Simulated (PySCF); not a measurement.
Species: C₇H₁₃ (charge +1).
Geometry (PBE0-D3(BJ)/def2-SVP, Å), atoms numbered from 1 in this order:
```xyz
20
C7H13 angstrom
C      1.3994    0.1582    0.0325
C      0.1137   -0.5151   -0.0746
C     -0.1889   -1.8384    0.4648
C     -1.5830   -2.2049   -0.0482
C     -2.2389   -0.8404   -0.2406
C     -1.0736    0.0478   -0.7052
C     -1.2581    1.5479   -0.8008
H      1.6263    0.7456   -0.8719
H      1.2741    0.9239    0.8279
H      2.2301   -0.5031    0.3057
H      0.6287   -2.5718    0.3801
H     -0.2398   -1.6007    1.5582
H     -2.1261   -2.8680    0.6368
H     -1.4900   -2.7336   -1.0111
H     -3.0700   -0.8416   -0.9578
H     -2.6276   -0.4428    0.7125
H     -0.7910   -0.3518   -1.7289
H     -0.3803    2.0586   -1.2205
H     -1.4629    1.9670    0.1963
H     -2.1178    1.7791   -1.4433
```

Level: B3LYP/def2-SVPD in PySCF, non-relativistic, on one gas-phase PBE0-D3(BJ)/def2-SVP geometry that isn't relaxed in the solvent. The solvent is an IEF-PCM continuum (Bondi radii, 1.10 Å for H, scaled by 1.2). Specific hydrogen bonds and non-electrostatic terms are outside this model.

Gas phase at B3LYP/def2-SVPD: HOMO -13.69 eV, LUMO -8.00 eV.

What does the continuum do to the energy and the frontier levels at B3LYP/def2-SVPD in tetrahydrofuran and dimethylsulfoxide?

| solvent | ε | E(solvent) − E(gas) (kJ/mol) | polarisation term (kJ/mol) | distortion of the solute (kJ/mol) | HOMO (eV) | LUMO (eV) |
| --- | --- | --- | --- | --- | --- | --- |
| tetrahydrofuran | 7.426 | -200.02 | -203.10 | 3.08 | -9.90 | -4.01 |
| dimethylsulfoxide | 46.83 | -227.18 | -231.91 | 4.73 | -9.41 | -3.47 |

The polarisation term is half the interaction of the solute with the surface charges that it induces; the rest is the cost of distorting the solute's density. The sum is the electrostatic part of solvation alone. From tetrahydrofuran to dimethylsulfoxide the lowering changes by a factor 1.14, Born's factor 1 − 1/ε by 1.13 and ε itself by 6.3.

Which radius a makes Born's formula ΔE = −(q²/2a)(1 − 1/ε) give the value in dimethylsulfoxide?

a = q²(1 − 1/ε)/(2|ΔE|) = 2.99 Å, with q = +1 e and |ΔE| = 0.0865 Eh; the farthest nucleus lies 2.98 Å from the centroid of the nuclei. The formula assumes a point charge at the centre of a sphere.

How does the static polarisability (B3LYP/def2-SVPD, frozen core, with the continuum's full static response) change?

| medium | isotropic (au) | principal values (au) | ⟨r²⟩ of the electrons (bohr²) |
| --- | --- | --- | --- |
| gas | 76.7 | 62.2, 82.7, 85.1 | 806.6 |
| tetrahydrofuran | 99.5 | 83.1, 106.6, 108.7 | 808.7 |
| dimethylsulfoxide | 105.6 | 89.9, 112.6, 114.3 | 809.1 |

The isotropic value in dimethylsulfoxide is 1.38 times the gas-phase one; no cavity-field correction is applied. ⟨r²⟩ is taken about the centre of nuclear charge.
